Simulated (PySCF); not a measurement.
Isomers of C3H7F3OSi and their computed core-level spectra.

Method: PySCF, delta-SCF UKS SCAN, pcX-2 on the ionised atom, pcseg-1 elsewhere, spin-free X2C. Geometries: PBE0-D3(BJ)/def2-SVP; isolated species, one conformer each.

Line lists (1s up to Mg, 2p3/2 beyond; areas count atoms within a level, one atom standing for each set equivalent by bonding):
1. C 1s: 290.61 (area 1), 293.30 (area 1), 298.20 (area 1) eV; O 1s: 538.56 eV; F 1s: 693.93 eV; Si 2p3/2: 107.49 eV
2. C 1s: 291.74 (area 1), 292.89 (area 1), 298.36 (area 1) eV; O 1s: 538.43 eV; F 1s: 694.01 eV; Si 2p3/2: 107.72 eV
3. C 1s: 291.21 (area 1), 292.69 (area 1), 298.26 (area 1) eV; O 1s: 538.36 eV; F 1s: 693.85 eV; Si 2p3/2: 107.56 eV
4. C 1s: 291.19 (area 1), 293.26 (area 1), 298.12 (area 1) eV; O 1s: 538.49 eV; F 1s: 694.04 eV; Si 2p3/2: 107.70 eV

Structures:
A. `FC(F)(F)CCO[SiH3]`
B. `C[SiH2]OCC(F)(F)F`
C. `C[C@@H](O[SiH3])C(F)(F)F`
D. `FC(F)(C[SiH2]OC)F`

**Question.** Match each list to its structure.

**Answer.** 
- 1 = B: another candidate has the same counts of sites, so positions decide. C 1s: 290.61 Si-methyl carbon, 293.30 sp3 carbon bound to oxygen, 298.20 CF3 carbon; O 1s: 538.56 silyl ether oxygen; F 1s: 693.93 fluorine of a CF3 group (×3); Si 2p3/2: 107.49 oxygen-bound silicon.
- 2 = A: another candidate has the same counts of sites, so positions decide. C 1s: 291.74 chain CH2 carbon, 292.89 sp3 carbon bound to oxygen, 298.36 CF3 carbon; O 1s: 538.43 silyl ether oxygen; F 1s: 694.01 fluorine of a CF3 group (×3); Si 2p3/2: 107.72 oxygen-bound silicon.
- 3 = D: another candidate has the same counts of sites, so positions decide. C 1s: 291.21 sp3 carbon bound to silicon, 292.69 methoxy carbon, 298.26 CF3 carbon; O 1s: 538.36 silyl ether oxygen; F 1s: 693.85 fluorine of a CF3 group (×3); Si 2p3/2: 107.56 oxygen-bound silicon.
- 4 = C: another candidate has the same counts of sites, so positions decide. C 1s: 291.19 methyl carbon, 293.26 sp3 carbon bound to oxygen, 298.12 CF3 carbon; O 1s: 538.49 silyl ether oxygen; F 1s: 694.04 fluorine of a CF3 group (×3); Si 2p3/2: 107.70 oxygen-bound silicon.

The 2p values add to the ΔSCF energy of one spin-free hole a correction within the shell (spin–orbit coupling, ligand field).
